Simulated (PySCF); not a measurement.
An unknown is described by computed data only.

Formula: C3AlN3O3.

| Item | Value |
| --- | --- |
| Valence photoelectron | vertical ionisation energy: 11.04 eV [ΔSCF wB97X-D/def2-SVPD] |
| Rotational structure | rotational constants A, B, C: 0.822, 0.784, 0.401 GHz [PBE0-D3(BJ)/def2-SVP] |
| Polarisability | 83.4 au [wB97X-D/def2-SVPD] |
| 13C NMR | chemical shifts (computed TMS as zero) by class: 125.7 (3 C) ppm [GIAO B3LYP/pcSseg-1 (pcSseg-2 on Al)] |
| XPS | C1s 295.3 (×3), N1s 405.7 (×3), O1s 539.8 (×3), Al1s 1569.1 eV [ΔSCF SCAN, pcX-2 on the ionised atom, pcseg-1 elsewhere, spin-free X2C] |
| NMR, other nuclei | isotropic shieldings of nuclei other than C and H, by class: 219 (3 N), 194 (3 O), 496 (1 Al) ppm [GIAO B3LYP/pcSseg-1 (pcSseg-2 on Al)] |
| Dipole | 0.09 D [wB97X-D/def2-SVPD] |
| UV, first state | lowest singlet excitation: 6.23 eV (199 nm, f = 0.000) [TDDFT wB97X-D/def2-SVPD] |

Electronic properties: PySCF, gas phase, density fitting. Levels stand in brackets. Geometry: PBE0-D3(BJ)/def2-SVP; no solvent, vibrations or thermal averaging. NMR values are class means; diastereotopic atoms form classes of their own.

Task: What is the compound? Reason from the data.

Result: 3 carbons fall into 1 class: carbon bonded to N and O (125.7 ppm, 3 C). The other shieldings belong to: 219 ppm, nitrogen bonded to Al and C; 194 ppm, oxygen bonded to C; 496 ppm, aluminium bonded to 3 N. The core levels belong to: C1s 295.3 eV, carbon bonded to N and O; N1s 405.7 eV, nitrogen bonded to Al and C; O1s 539.8 eV, oxygen bonded to C; Al1s 1569.1 eV, aluminium bonded to 3 N. One atom of each topological class was ionised and stands for its class. By its constants the optimised geometry is an asymmetric top. Structure: Al(NCO)3, `O=C=[N][Al]([N]=C=O)[N]=C=O`. The assignments are read from this structure; whether some other isomer fits the data as well wasn't checked.
